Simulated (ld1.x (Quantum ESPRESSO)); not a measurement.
Building the PAW potential for Tm (Z = 69) (PBE, scalar-relativistic).

The input file (ld1.x (Quantum ESPRESSO) 7.5):

```
&input
   title='Tm', zed=69., rel=1, dft='PBE', iswitch=3,
   config='[Xe] 4f12 5d0 6s0 6p0',
   nld=4, rlderiv=3.15, eminld=-8.0, emaxld=5.0, deld=0.04
 /
 &inputp
   pseudotype=3, lpaw=.true., tm=.true., lloc=-2, rcloc=2.25,
   nlcc=.true., new_core_ps=.true., rcore=0.90,
   which_augfun='PSQ', rmatch_augfun_nc=.true.,
   file_pseudopw='Tm.UPF', file_wfcaegen='ae.wfc', file_wfcncgen='nc.wfc', file_beta='beta', file_chi='chi', file_wfcusgen='us.wfc'
 /
8
5S  1  0   2.00   0.00  1.55  1.80  0.0
6S  2  0   0.00   0.00  1.55  1.80  0.0
5P  2  1   6.00   0.00  2.20  2.35  0.0
6P  3  1   0.00   0.00  2.20  2.35  0.0
5D  3  2   0.00   0.00  2.20  2.90  0.0
5D  3  2   0.00  -0.65  2.20  2.90  0.0
4F  4  3  12.00   0.00  0.95  1.10  0.0
4F  4  3   0.00   2.25  0.95  1.10  0.0
 &test
   configts(1)='4f12 5s2 5p6 5d0 6s0 6p0'
 /
```

Command:

```bash
ld1.x < Tm.in > Tm.out
```

Output (shortened: banner, matrices, multipoles, cross overlaps and the repeated all-electron block are left out):

```
Program LD1 v.7.5
     --------------------------- All-electron run ----------------------------

     Tm
     scalar relativistic calculation

     atomic number is 69.00
     dft =PBE   lsd =0 sic =0 latt =0  beta=0.20 tr2=1.0E-14
     Exchange-correlation= PBE
                           (   1   4   3   4   0   0   0)
     mesh =1269 r(mesh) = 101.07810 a.u. xmin = -7.00 dx = 0.01250
     1 Ry =  13.60569312 eV, c = 137.03599908

     n l     nl                  e(Ry)          e(Ha)          e(eV)
     1 0     1S 1( 2.00)     -4360.3056     -2180.1528    -59324.9795
     2 0     2S 1( 2.00)      -737.6983      -368.8492    -10036.8970
     2 1     2P 1( 6.00)      -651.5609      -325.7805     -8864.9383
     3 0     3S 1( 2.00)      -167.7464       -83.8732     -2282.3063
     3 1     3P 1( 6.00)      -141.6686       -70.8343     -1927.4989
     4 0     4S 1( 2.00)       -35.0404       -17.5202      -476.7487
     4 1     4P 1( 6.00)       -26.4652       -13.2326      -360.0771
     3 2     3D 1(10.00)      -109.4953       -54.7476     -1489.7589
     5 0     5S 1( 2.00)        -6.1640        -3.0820       -83.8654
     5 1     5P 1( 6.00)        -4.1335        -2.0667       -56.2390
     4 2     4D 1(10.00)       -15.0812        -7.5406      -205.1908
     4 3     4F 1(12.00)        -2.6269        -1.3134       -35.7405
     5 2     5D 1( 0.00)        -1.8394        -0.9197       -25.0258
     6 0     6S 1( 0.00)        -1.7611        -0.8805       -23.9610
     6 1     6P 1( 0.00)        -1.3140        -0.6570       -17.8779

     final scf error:  7.1E-15 reached in  34 iterations

     Etot =  -27131.641578 Ry,  -13565.820789 Ha, -369144.789227 eV

     Ekin =   29495.074633 Ry,   14747.537317 Ha,  401300.934101 eV
     Encl =  -66530.875084 Ry,  -33265.437542 Ha, -905198.669596 eV
     Eh   =   10472.367722 Ry,    5236.183861 Ha,  142483.821496 eV
     Exc  =    -568.208849 Ry,    -284.104424 Ha,   -7730.875228 eV

     normalization and overlap integrals

     s(1S/1S) =  1.000000  <r> =   0.0200  <r2> =    0.0005  r(max) =   0.0126
     s(2S/2S) =  1.000000  <r> =   0.0849  <r2> =    0.0085  r(max) =   0.0718
     s(2P/2P) =  1.000000  <r> =   0.0754  <r2> =    0.0069  r(max) =   0.0588
     s(3S/3S) =  1.000000  <r> =   0.2210  <r2> =    0.0558  r(max) =   0.2026
     s(3P/3P) =  1.000000  <r> =   0.2203  <r2> =    0.0563  r(max) =   0.2001
     s(4S/4S) =  1.000000  <r> =   0.4974  <r2> =    0.2794  r(max) =   0.4623
     s(4P/4P) =  1.000000  <r> =   0.5278  <r2> =    0.3170  r(max) =   0.4860
     s(3D/3D) =  1.000000  <r> =   0.1999  <r2> =    0.0469  r(max) =   0.1638
     s(5S/5S) =  1.000000  <r> =   1.2069  <r2> =    1.6371  r(max) =   1.0815
     s(5P/5P) =  1.000000  <r> =   1.4110  <r2> =    2.2539  r(max) =   1.2256
     s(4D/4D) =  1.000000  <r> =   0.5701  <r2> =    0.3773  r(max) =   0.4983
     s(4F/4F) =  1.000000  <r> =   0.7488  <r2> =    0.7319  r(max) =   0.4921
     s(5D/5D) =  1.000000  <r> =   2.0661  <r2> =    4.9285  r(max) =   1.6962
     s(6S/6S) =  1.000000  <r> =   2.9207  <r2> =    9.4933  r(max) =   2.6936
     s(6P/6P) =  1.000000  <r> =   3.4830  <r2> =   13.5380  r(max) =   3.2088

     ------------------------ End of All-electron run ------------------------

     --------------------- Generating PAW atomic setup --------------------

      Generating local potential from pseudized AE potential:
      Matching radius rcloc =   2.2500
      Enforcing V''(0)=0 (lloc=-2)

      Local pseudo, rcloc= 2.261 Estimated cut-off energy=     6.26 Ry

      Computing core charge for nlcc:

       r > 0.91 : true rho core
      Core charge pseudized with two Bessel functions
      Integrated core pseudo-charge :  18.57
      Wfc-us  5S rcutus= 1.806  Estimated cut-off energy=    16.62 Ry
      Wfc-us  6S rcutus= 1.806  Estimated cut-off energy=    33.14 Ry
      Wfc-us  5P rcutus= 2.377  Estimated cut-off energy=    15.35 Ry
      Wfc-us  6P rcutus= 2.377  Estimated cut-off energy=    28.98 Ry
      Wfc-us  5D rcutus= 2.903  Estimated cut-off energy=    14.09 Ry
      Wfc-us  5D rcutus= 2.903  Estimated cut-off energy=    24.76 Ry
      Wfc-us  4F rcutus= 1.095  Estimated cut-off energy=   132.27 Ry
      Wfc-us  4F rcutus= 1.095  Estimated cut-off energy=   224.84 Ry

     Required augmentation: PSQ   radius:    2.900000

     Q pseudized with Bessel functions
     Expected ecutrho=     666.2288 due to l1=  2   l2=  3

     Estimated PAW energy = -942.928937 Ryd

     ------------------- End of pseudopotential generation -------------------

     Computing logarithmic derivative in   3.14925
     Computing logarithmic derivative in   3.14925
     Computing the partial wave expansion
     R is outside the sphere for l=    0 j= 0.00
     R is outside the sphere for l=    0 j= 0.00
     R is outside the sphere for l=    1 j= 0.00
     R is outside the sphere for l=    1 j= 0.00
     R is outside the sphere for l=    2 j= 0.00
     R is outside the sphere for l=    2 j= 0.00
     R is outside the sphere for l=    3 j= 0.00
     R is outside the sphere for l=    3 j= 0.00

     ---------------------- Testing the pseudopotential ----------------------

     Tm
     scalar relativistic calculation

     atomic number is 69.00   valence charge is 23.00
     dft = SLA  PW   PBX  PBC   lsd =0 sic =0 latt =0  beta=0.20 tr2=1.0E-14
     mesh =1269 r(mesh) = 101.07810 xmin = -7.00 dx = 0.01250

     n l     nl             e AE (Ry)        e PS (Ry)    De AE-PS (Ry)
     4 3     4F   1(12.00)       -2.62687       -2.62687       -0.00000
     1 0     5S   1( 2.00)       -6.16400       -6.16399       -0.00000
     2 1     5P   1( 6.00)       -4.13349       -4.13349       -0.00000
     3 2     5D   1( 0.00)       -1.83937       -1.83937       -0.00000
     2 0     6S   1( 0.00)       -1.76110       -1.76110        0.00000
     3 1     6P   1( 0.00)       -1.31400       -1.31400       -0.00000

     eps = 2.1E-17  iter =  6

     Etot =  -27131.641578 Ry,  -13565.820789 Ha, -369144.789227 eV
     Etotps =  -942.928934 Ry,    -471.464467 Ha,  -12829.201719 eV

     Ekin =     793.814278 Ry,     396.907139 Ha,   10800.393460 eV
     Encl =   -1543.065180 Ry,    -771.532590 Ha,  -20994.471306 eV
     Ehrt =     374.530817 Ry,     187.265408 Ha,    5095.751359 eV
     Ecxc =    -568.208849 Ry,    -284.104425 Ha,   -7730.875232 eV
     (Ecc =     -62.358326 Ry,     -31.179163 Ha,    -848.428245 eV)

     ---------------------- End of pseudopotential test ----------------------
```

Generation and configuration tests took about 1.2 s on one core of a shared server CPU.

Transferability test of the new file with ld1.x, input:

```
&input
   title='Tm', zed=69., rel=1, dft='PBE', iswitch=2,
   config='[Xe] 4f12 5d0 6s0 6p0'
 /
 &test
   file_pseudo='Tm.UPF', nconf=8,
   configts(1)='4f12 5s2 5p6 5d0 6s0 6p0',
   configts(2)='4f13 5s2 5p6 5d0 6s2 6p0',
   configts(3)='4f13 5s2 5p6 5d0 6s1 6p0',
   configts(4)='4f13 5s2 5p6 5d0 6s0 6p0',
   configts(5)='4f11 5s2 5p6 5d0 6s0 6p0',
   configts(6)='4f13 5s2 5p6 5d1 6s0 6p0',
   configts(7)='4f13 5s1 5p6 5d0 6s2 6p0',
   configts(8)='4f13 5s2 5p6 5d0.5 6s1.5 6p0'
 /
```

```bash
ld1.x < Tm.test.in > Tm.test.out
```

Pseudopotential blocks of its output, shortened (energy terms left out):

```
     ---------------------- Testing the pseudopotential ----------------------

     n l     nl             e AE (Ry)        e PS (Ry)    De AE-PS (Ry)
     4 3     4F   1(12.00)       -2.62687       -2.62687       -0.00000
     1 0     5S   1( 2.00)       -6.16400       -6.16399       -0.00000
     2 1     5P   1( 6.00)       -4.13349       -4.13349       -0.00000
     3 2     5D   1( 0.00)       -1.83937       -1.83937       -0.00000
     2 0     6S   1( 0.00)       -1.76110       -1.76110        0.00000
     3 1     6P   1( 0.00)       -1.31400       -1.31400       -0.00000

     eps = 6.3E-17  iter =  6

     Etot =  -27131.641578 Ry,  -13565.820789 Ha, -369144.789227 eV
     Etotps =  -942.928934 Ry,    -471.464467 Ha,  -12829.201719 eV

     ---------------------- End of pseudopotential test ----------------------
```

The test run then stopped with an error in new_paw_hamiltonian: “negative rho”.
